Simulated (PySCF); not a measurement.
**Worked example: refractive index and permittivity of the vapour**

BiBr2, SMILES [Br][Bi][Br], multiplicity 2.

The structure is a stationary point at B3LYP-D3(BJ)/def2-SVP. The spin state was assumed, not searched. The isomer is the one that the SMILES or the coordinates give; other isomers of the formula were not compared. The def2 effective core potentials stand for the cores of Bi; spin–orbit coupling is left out.

CAM-B3LYP/def2-TZVPD (PySCF) gives a mean static polarisability of 94.9 bohr³ and a dipole moment of 3.64 D. Take an ideal gas at 298.15 K and 1 bar, whether or not the substance is that volatile.

### Question
Work out n − 1 in the optical limit and the static ε − 1.

### Answer

Polarisability volume α' = 94.9 × 0.148185 = 14.06 Å³. Number density N = p/kT = 2.43e-5 Å⁻³.
Dilute limit of Lorentz–Lorenz: n − 1 = 2π N α' = 0.0021.
Orientation term of Debye: μ²/(3kT) = 8.098 Å³ × μ²(D²) = 107.29 Å³.
ε − 1 = 4π N (α' + μ²/3kT) = 0.037. Orientation of the dipole supplies 88 % of the static response; it can't follow optical fields. Vibrational polarisation and dispersion are left out.
